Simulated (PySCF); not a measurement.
Compound: C5H16BP.
Numbering: `[BH3-:1][P@@H+:2]([CH3:3])[C@@H:4]([CH3:5])[CH2:6][CH3:7]` (hydrogens: H8, H9, H10 on B1; H11 on P2; H12, H13, H14 on C3; H15 on C4; H16, H17, H18 on C5; H19, H20 on C6; H21, H22, H23 on C7)

Level: PBE0/pcSseg-1 in PySCF, non-relativistic, on one gas-phase PBE0-D3(BJ)/def2-SVP geometry that isn't relaxed in the solvent. The solvent is an IEF-PCM continuum (Bondi radii, 1.10 Å for H, scaled by 1.2). Specific hydrogen bonds and non-electrostatic terms are outside this model.

Gas phase at PBE0/pcSseg-1: HOMO -8.00 eV, LUMO 0.58 eV, dipole 5.17 D.

Task: What does the continuum do to the energy, the frontier levels and the dipole at PBE0/pcSseg-1 in acetonitrile and water?

Result: 
| solvent | ε | E(solvent) − E(gas) (kcal/mol) | polarisation term (kcal/mol) | distortion of the solute (kcal/mol) | HOMO (eV) | LUMO (eV) | dipole (D) |
| --- | --- | --- | --- | --- | --- | --- | --- |
| acetonitrile | 35.69 | -7.53 | -9.37 | 1.84 | -8.18 | 0.98 | 6.84 |
| water | 78.36 | -7.73 | -9.66 | 1.93 | -8.18 | 0.99 | 6.89 |

The first energy column is the sum of the next two and covers electrostatics alone. From acetonitrile to water the lowering changes by a factor 1.03, Onsager's factor (ε − 1)/(2ε + 1) by 1.02 and ε itself by 2.2.

Task: Which radius a makes the point-dipole formula ΔE = −[(ε − 1)/(2ε + 1)]·μ²/a³ give the value in water, with the gas-phase dipole?

Result: μ = 2.034 au and |ΔE| = 0.01232 Eh give a = 2.90 Å; the farthest nucleus lies 3.68 Å from the centroid of the nuclei, so such a sphere wouldn't even hold the nuclei. The formula assumes a rigid point dipole at the centre of a sphere.

Task: Which IAO charges (PBE0/pcSseg-1) respond most in acetonitrile (means over atoms taken as equivalent)?

Result: 
| atoms | environment | gas (e) | solvent (e) | change |
| --- | --- | --- | --- | --- |
| H11 | P–H hydrogen | -0.033 | -0.010 | +0.023 |
| H8/H9/H10 | B–H hydrogen | +0.005 | -0.011 | -0.016 |
| B1 | four-coordinate boron | -0.674 | -0.689 | -0.015 |
| H19 | methylene hydrogen | +0.151 | +0.140 | -0.011 |
| H20 | methylene hydrogen | +0.123 | +0.131 | +0.008 |
| H12/H13/H14 | methyl hydrogen | +0.166 | +0.173 | +0.007 |

Task: How do the nuclear quadrupole coupling constants eQVzz/h respond in acetonitrile?

Result: 
| nucleus | Q (barn) | gas (MHz) | solvent (MHz) | η gas | η solvent |
| --- | --- | --- | --- | --- | --- |
| 11B at B1 | 0.04059 | 1.52 | 1.21 | 0.03 | 0.01 |

Hardware: one thread, Arm Neoverse V2 (aarch64), shared host with 96 logical CPUs at a one-minute load of 52. This is the whole shielding run at PBE0/pcSseg-1 in water, SCF included.

The values belong to the conformer `[BH3-:1][P@@H+:2]([CH3:3])[C@@H:4]([CH3:5])[CH2:6][CH3:7]`: B1–P2–C4–C5 173°, P2–C4–C6–C7 169°.
